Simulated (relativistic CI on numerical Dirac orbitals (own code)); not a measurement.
## Electric-dipole transitions in Nb VI

Calculated at this level of theory: Dirac-Coulomb-Breit CI, orbitals from a KLI potential per configuration, a model potential for QED, valence Slater integrals scaled by 0.85, P86 correlation energy added to each configuration (own radial code, finite nucleus).

Configurations in the expansion (outside the closed core [Ar] 3d10): 4s2.4p6, 4s2.4p5.4d, 4s.4p6.4d, 4s2.4p5.4f, 4s2.4p5.5s, 4s2.4p5.5p, 4s.4p6.4f, 4s2.4p5.5d, 4s2.4p5.6s, 4s2.4p5.6p, 4s2.4p5.5f, 4p6.4d2, 4p5.4d3, 4p5.4d2.4f, 4p5.4d2.5s, 4p5.4d2.5p. Double excitations out of closed p, d and f shells are left out; levels of such configurations are missing from the list, as are those of other unlisted configurations, and high levels can miss mixing partners. These lack a partner that the ground configuration has and come out too high: 4s2.4p5.5d, 4s2.4p5.6s, 4s2.4p5.6p, 4s2.4p5.5f.

| λ vac (Å) | Lower | Upper | A (s⁻¹) | log gf | S velocity/length |
| --- | --- | --- | --- | --- | --- |
| 263.17 | 4s2.4p6 1S_0 [1] | 4s2.4p5.4d 1P°_1 [13] | 2.41e+11 | 0.88 | 0.60 |
| 271.33 | 4s2.4p5.4d 3F°_4 [5] | 4s2.4p5.5f 3G_5 [70] | 1.14e+10 | 0.14 | 0.67 |
| 332.11 | 4s2.4p5.4d 3P°_2 [4] | 4s2.4p5.4f 3D_3 [53] | 1.77e+10 | 0.31 | 0.61 |
| 338.44 | 4s2.4p5.4d 3P°_0 [2] | 4s2.4p5.4f 3D_1 [46] | 2.82e+10 | 0.16 | 0.63 |
| 340.56 | 4s2.4p5.4d 3P°_1 [3] | 4s2.4p5.4f 3D_2 [47] | 2.02e+10 | 0.24 | 0.63 |
| 341.49 | 4s2.4p5.4d 3P°_1 [3] | 4s2.4p5.4f 3D_1 [46] | 2.73e+10 | 0.16 | 0.64 |
| 346.88 | 4s2.4p5.4d 3P°_2 [4] | 4s2.4p5.4f 3D_2 [47] | 1.49e+10 | 0.13 | 0.64 |
| 352.06 | 4s2.4p5.4d 3P°_2 [4] | 4s2.4p5.4f 3F_3 [44] | 2.45e+10 | 0.50 | 0.67 |
| 370.42 | 4s2.4p5.4d 3D°_2 [11] | 4s2.4p5.4f 3D_3 [53] | 3.15e+10 | 0.66 | 0.73 |
| 370.61 | 4s2.4p5.4d 3F°_4 [5] | 4s2.4p5.4f 3G_5 [31] | 3.66e+10 | 0.92 | 0.90 |
| 371.58 | 4s2.4p5.4d 3F°_3 [6] | 4s2.4p5.4f 3G_4 [32] | 3.12e+10 | 0.76 | 0.90 |
| 373.02 | 4s2.4p5.4d 3F°_2 [7] | 4s2.4p5.4f 3G_3 [36] | 2.79e+10 | 0.61 | 0.88 |
| 373.04 | 4s2.4p5.4d 1D°_2 [9] | 4s2.4p5.4f 3G_3 [48] | 3.20e+10 | 0.67 | 0.84 |
| 377.77 | 4s2.4p5.4d 3D°_3 [8] | 4s2.4p5.4f 3F_3 [44] | 1.28e+10 | 0.28 | 0.70 |
| 381.56 | 4s2.4p5.4d 1F°_3 [12] | 4s2.4p5.4f 3F_4 [49] | 3.33e+10 | 0.82 | 0.85 |
| 384.96 | 4s2.4p5.4d 3D°_3 [8] | 4s2.4p5.4f 3F_4 [40] | 3.08e+10 | 0.79 | 0.83 |
| 386.22 | 4s2.4p5.4f 3G_5 [31] | 4s.4p6.4f 3F°_4 [82] | 2.17e+10 | 0.64 | 0.50 |
| 420.96 | 4s2.4p5.4d 3F°_4 [5] | 4s.4p6.4d 3D_3 [30] | 8.90e+09 | 0.22 | 0.89 |
| 489.93 | 4s2.4p5.4d 1P°_1 [13] | 4s2.4p5.4f 1D_2 [54] | 1.26e+10 | 0.35 | 0.90 |
| 544.48 | 4s2.4p5.4d 3F°_4 [5] | 4s2.4p5.5p 3D_3 [20] | 5.34e+09 | 0.22 | 0.79 |
| 1049.0 | 4s2.4p5.5p 3D_1 [24] | 4s2.4p5.5d 3F°_2 [50] | 4.25e+09 | 0.54 | 0.89 |
| 1053.5 | 4s2.4p5.5p 3D_2 [19] | 4s2.4p5.5d 3F°_3 [38] | 4.31e+09 | 0.70 | 0.90 |
| 1066.7 | 4s2.4p5.5d 3F°_3 [38] | 4s2.4p5.5f 3G_4 [72] | 4.41e+09 | 0.83 | 0.90 |
| 1072.4 | 4s2.4p5.5d 3F°_3 [52] | 4s2.4p5.5f 1G_4 [79] | 4.66e+09 | 0.86 | 0.92 |
| 1073.1 | 4s2.4p5.5d 3D°_3 [42] | 4s2.4p5.5f 3F_4 [76] | 4.03e+09 | 0.80 | 0.96 |
| 1076.1 | 4s2.4p5.5d 3F°_4 [37] | 4s2.4p5.5f 3G_5 [70] | 4.82e+09 | 0.96 | 0.87 |
| 1087.4 | 4s2.4p5.5p 3D_3 [20] | 4s2.4p5.5d 3F°_4 [37] | 4.66e+09 | 0.87 | 0.89 |
| 1089.8 | 4s2.4p5.5p 3D_2 [25] | 4s2.4p5.5d 3F°_3 [52] | 4.61e+09 | 0.76 | 0.90 |
| 1102.4 | 4s2.4p5.5p 3P_2 [22] | 4s2.4p5.5d 3D°_3 [42] | 3.57e+09 | 0.66 | 0.90 |
| 1588.1 | 4s2.4p5.5s 3P°_2 [14] | 4s2.4p5.5p 3D_3 [20] | 1.07e+09 | 0.45 | 0.94 |

Terms are leading LS components. Brackets give the number of a level in order of energy, since labels repeat. The list gives strong lines, with weight on those to low levels, among the lowest 85 of 1022 levels, so that lines to higher ones, which can be the strongest, are missing. Levels whose partners in the same complex of configurations lie outside the list can be far off, and so can their lines. Rates are taken at the computed energies, electric ones in the length gauge. A velocity-to-length ratio far from 1 marks an uncertain rate.

At this charge configurations can still be misplaced by up to about 7 % of their energy.

**Question.** From the table, what is the radiative lifetime of 4s2.4p5.5f 3G_5?

**Answer.** The listed rates from this level add up to about 1.63e+10 s⁻¹, 100 % of its decay; with all channels τ = 6.15e-11 s.

LS names give the leading component of a level, which can be under half, so a name can repeat, a term be missing and a line seem to break the LS rules.
